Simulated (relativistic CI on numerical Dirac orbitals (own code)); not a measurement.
**d1 to d9 in one tetrahedral field**

Computed with a parametric ligand-field model without spin-orbit coupling, by exact diagonalisation: B = 630, C = 3070, 10Dq = -8800 cm⁻¹ (Td; |10Dq|/B = 14.0) for every shell. Energies in cm⁻¹; the field energy is (0.6 n_e − 0.4 n_t2) × 10Dq of the ground term; g labels are left out.

```tsv
Shell	Ground term	Electrons in e	Field energy	First spin-allowed bands	Lowest term of other spin
d1	2E	1.000	-5280	2T2 8800	
d2	3A2	2.000	-10560	3T2 8800, 3T1 13834	1E 10922
d3	4T1	1.943	-6540	4T2 7838, 4T1 16326	2E 5249
d4	5T2	2.000	-3520	5E 8800	1A1 7582
d5	?	?	?	?	?
d6	5E	3.000	-5280	5T2 8800	3T1 8659
d7	4A2	4.000	-10560	4T2 8800, 4T1 13834	2E 13599
d8	3T1	3.943	-6540	3T2 7838, 3T1 16326	1T2 10302
d9	2T2	4.000	-3520	2E 8800
```

Task: Fill in the row of d5.

Result: Ground term: 6A1; Electrons in e: 2.000; Field energy: 0; First spin-allowed bands: none; Lowest term of other spin: 4T1 15131. Every shell keeps the spin of the free ion. Tetrahedral fields of 3d complexes are almost always too weak to pair spins. High-spin d^(n+5) repeats the spin-allowed bands of d^n, since the half-filled shell is spherical.
